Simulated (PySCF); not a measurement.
**The second ionisation energy along the second row**

All values are computed (PySCF 2.14, energy differences of UHF-based or UKS calculations, no spin-orbit coupling). Values in eV. The last column holds reference values (NIST; (s) semi-empirical, (t) theoretical, else measured). Unmarked ones compare directly (S terms, centres of terms, or small fine structure); those marked * lie between the lowest fine-structure levels and include a spin-orbit shift.

| element | configurations | PBE0 | r2SCAN | CCSD (valence and next inner shell) | CCSD (valence) | CCSD(T) (valence) | CCSDT (valence) | reference |
| --- | --- | --- | --- | --- | --- | --- | --- | --- |
| Be (aug-cc-pCVDZ, non-relativistic) | [He] 2s1 → 1s2 | 18.446 | 18.171 | 18.148 | n/a | n/a | n/a | 18.211 |
| B (aug-cc-pwCVDZ, non-relativistic) | [He] 2s2 → [He] 2s1 | 24.563 | 24.244 | 25.059 | 25.066 | 25.066 | 25.066 | 25.155 |
| C (aug-cc-pwCVDZ, non-relativistic) | [He] 2s2 2p1 → [He] 2s2 | 24.771 | 24.925 | 24.017 | 23.994 | 24.014 | 24.021 | 24.378 |
| N (aug-cc-pwCVDZ, non-relativistic) | [He] 2s2 2p2 → [He] 2s2 2p1 | 29.888 | 30.111 | 29.283 | 29.263 | 29.272 | 29.274 | 29.601 (s) * |
| O (aug-cc-pwCVDZ, non-relativistic) | [He] 2s2 2p3 → [He] 2s2 2p2 | 35.295 | 35.469 | 34.820 | 34.801 | 34.804 | 34.803 | 35.121 * |
| F (aug-cc-pwCVDZ, non-relativistic) | [He] 2s2 2p4 → [He] 2s2 2p3 | 35.227 | 35.079 | 34.278 | 34.263 | 34.284 | 34.286 | 34.950 |
| Ne (aug-cc-pwCVDZ, non-relativistic) | [He] 2s2 2p5 → [He] 2s2 2p4 | 41.058 | 41.192 | 40.493 | 40.478 | 40.502 | 40.503 | 40.963 * |

Q: Which of these methods has the smallest mean absolute error against the measured values here?

A: CCSD (valence and next inner shell), with 0.298 eV.

| method | elements | mean error (eV) | mean absolute error (eV) | largest error (eV) |
| --- | --- | --- | --- | --- |
| PBE0 | 4 | 0.078 | 0.374 | -0.591 |
| r2SCAN | 4 | -0.069 | 0.407 | -0.911 |
| CCSD (valence and next inner shell) | 4 | -0.298 | 0.298 | -0.672 |
| CCSD (valence) | 3 | -0.386 | 0.386 | -0.687 |
| CCSD(T) (valence) | 3 | -0.373 | 0.373 | -0.666 |
| CCSDT (valence) | 3 | -0.370 | 0.370 | -0.664 |

Errors include the incompleteness of the basis and the frozen core.

"Valence" correlates the outer s and p shells and, in groups 3 to 12 and the f block, the outer d or f shell, open or full, or the next shell where the ion has no valence electron left; the wider scheme adds the next inner shell.
